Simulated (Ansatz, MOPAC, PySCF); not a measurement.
BH3 (SMILES B) and PH3 (SMILES P) are pulled apart as rigid monomers along the line of their centres of mass, from the B3LYP-D3(BJ)/def2-TZVP minimum. Starting geometry (charge 0, multiplicity 1):
```xyz
8

B     -0.03035    -0.07736     0.67211
H      1.09673    -0.42107     0.41766
H     -0.84164    -0.96881     0.65524
H     -0.38373     0.93204     0.11589
P      0.05438     0.42994     2.53201
H     -1.12564     0.88775     3.14511
H      0.44534    -0.54727     3.46482
H      0.93043     1.46935     2.89267
```

Interaction energies with rigid monomers; basis-set methods are counterpoise corrected unless marked otherwise.

Cores are frozen in the correlated methods. Rows in 6-31G* carry no dispersion term and start afresh at each structure (6-31G* with six Cartesian d functions). The state that PM6 reach isn't checked.

Codes used: Ansatz (Gaussian orbitals); MOPAC for PM6 (differences of heats of formation); PySCF for 6-31G* rows, the dispersion terms. 

```tsv
B1···P5 (Å)	PM6 (kcal/mol)	PBE-D3(BJ)/def2-TZVPPD (kcal/mol)	r2SCAN-D3(BJ)/def2-TZVPPD (kcal/mol)	B3LYP/6-31G* (no counterpoise) (kcal/mol)	MP2/aug-cc-pV(D+d)Z (kcal/mol)
1.74	-4.67	-38.71	-37.64	-25.48	-24.87
1.93	-28.34	-44.73	-43.45	-33.88	?
2.22	-29.91	-37.29	?	-29.40	-29.57
2.70	-11.32	-20.64	-19.41	-16.39	-15.70
3.47	-2.51	-6.61	-6.10	-5.29	-4.97
```

**Question.** Some entries are withheld; supply them.

**Answer.** 
- 1.93, MP2/aug-cc-pV(D+d)Z (kcal/mol): -34.29
- 2.22, r2SCAN-D3(BJ)/def2-TZVPPD (kcal/mol): -35.89

Ansatz is a quantum-chemistry and plane-wave program.
